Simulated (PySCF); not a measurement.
C₃H₈MgO. Atoms are numbered in the order given.

```xyz
13

Mg     0.2433    -0.1065     0.0012
C     -0.2536    -1.5739     1.4192
C     -1.6950    -1.5607     1.9330
H      0.4476    -1.4739     2.2686
H     -0.0221    -2.5615     0.9788
H     -2.4288    -1.7053     1.1224
H     -1.9550    -0.6078     2.4237
H     -1.8884    -2.3567     2.6747
O      0.6678     1.1359    -1.2007
C      0.9969     2.0912    -2.1262
H      0.8752     3.1207    -1.7308
H      2.0505     2.0063    -2.4634
H      0.3686     2.0285    -3.0385
```
Charge 0, spin multiplicity 1.

The structure is a stationary point at PBE0-D3(BJ)/def2-SVP. The structure was generated by enumeration; whether it is a known compound was not checked. Other conformers were not sampled.

These are HF/def2-TZVP in PySCF values and carry that method's errors.

Question: Estimate the frontier levels, gap, dipole moment and polarisability. (The exact figures need the calculation; the answer reports its results.)

Answer: 
```json
{
 "highest_occupied_level": "-9.41 eV",
 "lowest_empty_level": "1.27 eV",
 "orbital_gap": "10.67 eV",
 "dipole_moment": "0.086 e·Å",
 "quadrupole, principal values (traceless, Buckingham form, about the centre of nuclear charge)": "-11.37, 5.13, 6.24 D·Å",
 "mean_static_polarisability": "59.5 bohr³ (8.82 Å³)",
 "polarisability_principal_values": "51.6, 53.7, 73.2 bohr³"
}
```
